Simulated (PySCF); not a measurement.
Frontier orbitals and the lowest excitations

Species: C₂H₁₂Ge₃O.
Structure used (PBE0-D3(BJ)/def2-SVP), in Å, numbered top down from 1:
```xyz
18
C2H12Ge3O angstrom
C     -1.7591   -1.6163   -0.1880
O     -1.0401   -0.4486    0.0770
C     -1.0422   -0.0765    1.4297
Ge     0.0644    1.5605    1.5918
Ge     1.2053    1.7108   -0.5375
Ge     1.9299   -0.5294   -1.1153
H     -1.6749   -1.8258   -1.2634
H     -1.3563   -2.4808    0.3758
H     -2.8296   -1.5040    0.0712
H     -2.0723    0.1168    1.7901
H     -0.6186   -0.8780    2.0672
H      1.0644    1.3934    2.7553
H     -0.8244    2.7833    1.8986
H      2.4030    2.6812   -0.4504
H      0.2422    2.2419   -1.6165
H      1.9449   -1.4173    0.1457
H      0.9786   -1.1573   -2.1498
H      3.3575   -0.5335   -1.7058
```

Computed with TDDFT wB97X-D/def2-SVPD, vertical, gas phase, core orbitals frozen in the response (PySCF). Relativistic effects, spin–orbit coupling among them, are left out although an element past zinc is present.

Kohn–Sham orbitals with the atoms that hold most of them (Löwdin shares over 4%, at most four atoms; ? is withheld):

```tsv
orbital	ε (eV)	atoms
HOMO-3	-10.51	Ge4 21%, O2 19%, C3 16%, H12 9%
HOMO-2	-9.97	Ge5 24%, Ge6 16%, C3 12%, Ge4 9%
HOMO-1	-9.73	O2 48%, C3 11%, C1 8%, H11 6%
HOMO	?	?
LUMO	1.42	?
LUMO+1	1.63	Ge6 23%, Ge5 22%, Ge4 13%, H15 6%
LUMO+2	1.83	Ge5 25%, Ge4 24%, Ge6 14%, H15 8%
```

Task: Which atoms hold the HOMO, and with what shares?

Result: Ge5 (bonded to 2 Ge and 2 H) 30%; Ge4 (bonded to C, Ge and 2 H) 20%; Ge6 (bonded to Ge and 3 H) 20%; H18 (bonded to Ge) 5%. By element: germanium 71%, hydrogen 5% or more.

Task: Which atoms hold the LUMO, and with what shares?

Result: Ge6 (bonded to Ge and 3 H) 22%; Ge4 (bonded to C, Ge and 2 H) 17%; Ge5 (bonded to 2 Ge and 2 H) 15%; H17 (bonded to Ge) 8%. By element: germanium 55%, hydrogen 8% or more.

Task: What is the HOMO energy, and the HOMO–LUMO gap?

Result: ε(HOMO) = -9.17 eV; the gap is 10.60 eV (0.3894 hartree).

Task: How does S1 compare with the orbital gap of 10.60 eV?

Result: S1 is at 6.73 eV (f = 0.194), 3.87 eV below the gap, made of HOMO→LUMO (46%), HOMO→LUMO+2 (24%), HOMO→LUMO+3 (14%). 

Next come S2 at 6.81 eV (f 0.277), HOMO→LUMO+1 (36%), HOMO→LUMO (33%), HOMO→LUMO+2 (13%); S3 at 6.96 eV (f 0.047), HOMO→LUMO+1 (50%), HOMO→LUMO+3 (20%), HOMO→LUMO+2 (11%); S4 at 7.13 eV (f 0.043), HOMO→LUMO+2 (35%), HOMO→LUMO+3 (34%), HOMO-2→LUMO+1 (8%); S5 at 7.23 eV (f 0.019), HOMO-1→LUMO+1 (36%), HOMO-1→LUMO+3 (22%), HOMO-1→LUMO (20%).

The run took 18 min on one thread of an Arm Neoverse N1, on a shared host, and the process peaked at 1.4 GiB of memory.

One conformer stands for the species.

Without π bonds the low states are Rydberg-like; a valence basis with one diffuse set may place them up to an eV too high.
